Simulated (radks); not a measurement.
Question: All-electron atom: Ba+ in [Kr] 4d10 5s1.5 5p6 6s1 7s0.5 (fractional occupations, a model configuration). Calculated with a radial shooting solver on a logarithmic mesh with Libxc functionals: Dirac Kohn-Sham, LDA (Slater exchange, Perdew-Zunger correlation), spin-unpolarised, spherical densities, finite nucleus; Fermi nuclear charge, rms radius 4.8378 fm. Some entries of the table are withheld. Estimate them.

orbital  occ.  eigenvalue (eV)  <r^2> (bohr^2)  <1/r> (bohr^-1)
1s1/2       2        -37197.50             (1)            60.64
2s1/2       2        -5887.457         0.01417            14.24
2p1/2       2        -5549.381         0.01042              (2)
2p3/2       4        -5168.147         0.01169              (3)
3s1/2       2        -1250.779         0.09760            5.113
3p1/2       2        -1108.526             (4)            5.029
3p3/2       4        -1034.873             (5)            4.719
3d3/2       4        -784.2200             (6)            4.583
3d5/2       6        -768.5006             (7)            4.504
4s1/2       2        -253.5938          0.5132            2.106
4p1/2       2        -201.8540          0.5528            2.001
4p3/2       4        -186.3652          0.5972            1.899
4d3/2       4        -101.6733          0.7331            1.673
4d5/2       6         -99.0397          0.7516            1.648
5s1/2     1.5         -43.4673           2.939           0.8212
5p1/2       2              (8)           3.752           0.7224
5p3/2       4              (9)           4.087           0.6875
6s1/2       1          -9.4669           18.20           0.3165
7s1/2     0.5          -3.6280           81.74           0.1485

Answer: 
(1) 1s1/2 <r^2> (bohr^2): 0.0008899
(2) 2p1/2 <1/r> (bohr^-1): 14.23
(3) 2p3/2 <1/r> (bohr^-1): 12.99
(4) 3p1/2 <r^2> (bohr^2): 0.09231
(5) 3p3/2 <r^2> (bohr^2): 0.1001
(6) 3d3/2 <r^2> (bohr^2): 0.08271
(7) 3d5/2 <r^2> (bohr^2): 0.08493
(8) 5p1/2 eigenvalue (eV): -29.6742
(9) 5p3/2 eigenvalue (eV): -27.4378
